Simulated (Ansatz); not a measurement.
Program: Ansatz. Geometries: PBE0-D4/def2-TZVP. ΔE: electronic, gas phase. CCSD(T)/CBS is the MP2 limit (def2-TZVPP, def2-QZVPP) plus CCSD(T) − MP2 in def2-TZVPP, frozen cores. This one scheme is used for every species. DFT in def2-TZVPP. def2 core potentials past Kr. For Y outer-core shells are correlated without core-valence functions, which leaves a few kJ/mol of doubt a bond. Each species was taken in one conformer, which may not be the lowest.

Reaction (ligand exchange at a Y–C bond): `[CH3][Y]([NH2])[NH2]` + HCl → `[NH2][Y]([NH2])[Cl]` + CH₄

| level | ΔE (kJ/mol) |
| --- | --- |
| revPBE-D4 | -263.0 |
| PBE0 | -271.4 |

(1) What does CCSD(T)/CBS give? (An estimate is asked.)

Largest T1 diagnostic among the species: 0.012.

## Answers

(1) Computed: -270.2 kJ/mol. The listed levels differ from it by 7.2, -1.2 kJ/mol.

In def2-TZVPP, CCSD(T) changes the Hartree–Fock value by +28.2 kJ/mol (the triples alone add +2.0 kJ/mol) and MP2 by +23.0 kJ/mol. From PBE to PBE0 (25 % exact exchange), in def2-TZVPP and without D4, ΔE moves by −7.0 kJ/mol. At CCSD(T), def2-SVP lies −20.3 kJ/mol from the extrapolated value and def2-TZVPP +2.9 kJ/mol.
